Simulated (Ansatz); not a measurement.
CH₆ClNOSi (`N[SiH](O)CCl`) from Hartree–Fock to CCSD(T)

```xyz
11

N    -0.167    1.002   -1.304
Si   -0.700    0.003   -0.029
O    -1.033   -1.571   -0.375
C     0.665    0.058    1.266
Cl    2.147   -0.660    0.544
H     0.796    0.973   -1.599
H    -0.779    1.244   -2.067
H    -1.979    0.530    0.497
H    -0.293   -2.114   -0.658
H     0.425   -0.535    2.148
H     0.919    1.071    1.576
```

Charge 0, multiplicity 1. All single points use the PBE0-D4/def2-TZVP geometry. It is one conformer, not always the lowest. Frozen core, restricted reference, Ansatz 0.2.0. CBS rows extrapolate triple and quadruple zeta; past MP2 they add the triple-zeta difference.

| basis | HF (Eh) | MP2 corr. | CCSD corr. | (T) | CCSD(T) total |
| --- | --- | --- | --- | --- | --- |
| def2-TZVPP | ? | -0.94007 | -0.98523 | ? | ? |
| def2-QZVPP | -919.33317 | ? | – | – | – |
| CBS(def2) | -919.33738 | -1.07281 | ? | as TZ | ? |

(1) Fill in the withheld values. (Estimate.)

Answers

(1) Ansatz gave: def2-TZVPP HF (Eh): -919.30261; def2-TZVPP (T): -0.03832; def2-TZVPP CCSD(T) total: -920.32616; def2-QZVPP MP2 corr.: -1.01632; CBS(def2) CCSD corr.: -1.11798; CBS(def2) CCSD(T) total: -920.49368.
